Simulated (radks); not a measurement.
Task: Calculated with a radial shooting solver on a logarithmic mesh with Libxc functionals: scalar-relativistic Kohn-Sham, LDA (Slater exchange, Perdew-Wang correlation), spin-polarised, spherical densities, finite nucleus; Fermi nuclear charge, rms radius of each element as measured or else 0.836 A^(1/3) + 0.57 fm. Response by self-consistent Sternheimer equations with the Hartree and adiabatic LDA kernel, the relativistic mass of each level held fixed and spin-orbit coupling left out. Rank Rb+, Zr4+, Ru8+, Mo6+, Tc7+, Kr, Nb5+, Sr2+ (NIST ground configurations) by static dipole polarisability, largest first.

Result: Kr 18.08, Rb+ 9.461, Sr2+ 5.933, Zr4+ 2.987, Nb5+ 2.273, Mo6+ 1.783, Tc7+ 1.431, Ru8+ 1.170 bohr^3.
